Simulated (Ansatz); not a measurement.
Reaction (cleavage of the Si–In bond): `B[SiH2][InH2]` + `O[SiH2]F` → `B[SiH2]O[SiH2]F` + `[InH3]`

Gas-phase electronic energies from Ansatz, PBE0-D4/def2-TZVP geometries. CCSD(T)/CBS adds triple-zeta CCSD(T) − MP2 to the extrapolated MP2 energy (def2 sets, frozen cores). DFT in def2-TZVPP. def2 core potentials past Kr. For In outer-core shells are correlated without core-valence functions, which leaves a few kJ/mol of doubt a bond. One conformer a species, not always the lowest.

`B[SiH2][InH2]`:

Cartesian coordinates in Å:
```
B -0.052 1.282 -0.400
Si -1.194 0.322 0.754
In 0.923 -1.051 -0.308
H 0.897 1.866 0.043
H -0.274 1.307 -1.578
H -2.346 -0.505 0.309
H -0.972 0.148 2.214
H 2.246 -0.716 -1.354
H 0.772 -2.654 0.320
```

`O[SiH2]F`:

Cartesian coordinates in Å:
```
O 0.246 -1.247 -0.073
Si -0.169 0.310 0.176
F -0.966 0.895 -1.077
H 0.936 -1.450 -0.706
H -1.071 0.318 1.341
H 1.024 1.174 0.339
```

`B[SiH2]O[SiH2]F`:

Z-matrix (Å, degrees):
```
Si
O 1 1.651
B 1 2.004 2 114.9
H 1 1.491 2 107.4 3 121.5
H 1 1.490 2 108.1 3 -122.4
Si 2 1.615 1 144.6 3 11.0
H 3 1.196 1 123.9 2 1.0
H 3 1.197 1 118.6 2 -179.3
F 6 1.596 2 109.6 1 53.8
H 6 1.480 2 110.9 1 -63.8
H 6 1.476 2 108.8 1 171.4
```

`[InH3]`:

Z-matrix (Å, degrees):
```
In
H 1 1.724
H 1 1.724 2 120.0
H 1 1.724 2 120.0 3 -180.0
```

```tsv
level	ΔE (kJ/mol)	difference from CCSD(T)/CBS
PBE-D4	-3.2	33.0
r2SCAN-D4	-27.3	8.9
PBE0-D4	-21.8	14.4
ωB97X-V	-56.6	-20.4
B2PLYP	-46.6	-10.4
PBE	-2.3	33.9
r2SCAN	-26.6	9.6
PBE0	-20.8	15.4
HF/def2-TZVPP	-124.1	-87.9
MP2/def2-TZVPP	-31.5	4.7
SCS-MP2/def2-TZVPP	-51.8	-15.6
CCSD(T)/def2-TZVPP	-40.4	-4.2
HF/def2-QZVPP	-126.6	-90.4
SCS-MP2/def2-QZVPP	-50.8	-14.6
HF/CBS(def2)	-127.0	-90.8
CCSD/CBS(def2)	-49.8	-13.6
CCSD(T)/CBS	-36.2	0
```

Largest T1 diagnostic among the species: 0.015.

From PBE to PBE0 (25 % exact exchange), in def2-TZVPP and without D4, ΔE moves by −18.5 kJ/mol. In def2-TZVPP, CCSD(T) changes the Hartree–Fock value by +83.8 kJ/mol (the triples alone add +13.6 kJ/mol) and MP2 by +92.7 kJ/mol.
